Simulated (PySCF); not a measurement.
# Radial density of Nd³⁸⁺ (neodymium, charge +38)

B2PLYP, [Ar] 3d4, high-spin 5D determinant. All numbers are calculated (PySCF 2.14, the non-relativistic Hamiltonian (point nucleus), in an uncontracted even-tempered set (16 s from 6.9 bohr⁻², ratio 2.5; 11 p from 9 bohr⁻², ratio 2.5; 7 d from 9 bohr⁻², ratio 2.5; 4 f from 34 bohr⁻², ratio 2.7; 3 g from 50 bohr⁻², ratio 2.7)).

```csv
r (bohr),4πr²ρ (e/bohr),4πr²(ρα − ρβ)
0.000505,0.4631,0.0000
0.000850,1.257,0.0000
0.00143,3.317,-0.0001
0.00241,8.349,-0.0003
0.00405,19.41,-0.0007
0.00681,39.50,-0.0015
0.0114,64.63,-0.0020
0.0193,76.08,0.0042
0.0324,68.00,0.1012
0.0545,84.90,1.0718
0.0916,89.06,6.5978
0.154,52.57,18.1510
0.259,52.97,13.9303
0.436,6.453,1.3332
0.733,0.03762,0.0074
```

A non-relativistic calculation at this Z misses sizeable relativistic shifts. Spin-orbit coupling is strong in this species (close to jj coupling), so the high-spin LS determinant is a model state, not a physical level.

Question: Where is the radial spin density 4πr²(ρα − ρβ) most negative, and why is it negative at all?

Answer: Around r = 0.0114 bohr, down to -0.0020 e/bohr: exchange with the open shell polarises the paired shells in an unrestricted calculation.
